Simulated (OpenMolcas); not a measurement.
Mo5+ among 5 point charges of -2 e arranged as a square pyramid (C4v), 2.23 Å from the ion, with the axial distance 2.029 Å.
```
   2.2300    0.0000    0.0000  -2.00
   0.0000    2.2300    0.0000  -2.00
  -2.2300    0.0000    0.0000  -2.00
   0.0000   -2.2300    0.0000  -2.00
   0.0000    0.0000    2.0293  -2.00
```

| Property | Result |
| --- | --- |
| Program | OpenMolcas 26.06 |
| Method | SS-CASPT2, IPEA 0.25 Eh, imaginary shift 0.1 Eh (closed shells correlated: 4s 4p) |
| Basis | ANO-RCC-VDZP [6s5p3d1f] |
| Scalar Hamiltonian | DKH2, point nucleus |
| Active space | 1 electron in 5 orbitals (4d) |
| State averaging | 2S+1 = 2 even, 5 roots |
| Spin-orbit coupling | state interaction with AMFI integrals over the reference wave functions |

Q: What is the spin-free ground state?

A: A state of multiplicity 2, 2-fold in its orbital part, 100 % from free-ion D terms; it has the highest spin that d1 allows.

Q: Where is the first state of the same spin?

A: A 1-fold state lies at 1720 cm-1 above the ground state.

Q: What are the lowest two levels with spin-orbit coupling?

A: A 2-fold level with g = 0.34, 1.49, 1.49, then a 2-fold level 1390 cm-1 above it. Their leading multiplicities are 2 (100 %) and 2 (100 %).

Q: What is χT at 300 K, and how does it compare with the textbook value?

A: The lowest level has 2S+1 = 2, for which the spin-only value is χT = S(S+1) / 2 = 0.375 cm3 K/mol (g = 2). The computed 0.169 at 300 K differs by -0.206, through orbital momentum, spin-orbit coupling and any other state in reach.

An orbital doublet at a regular site is open to a Jahn-Teller distortion, which this geometry leaves out. Free-ion shares, where given, are those of the reference states; single-state CASPT2 does not remix them. Point charges carry no covalency, so the field is a model and not that of real ligands. An unlabelled pair can be two single states that coincide in this model. No measured value stands beside these numbers.
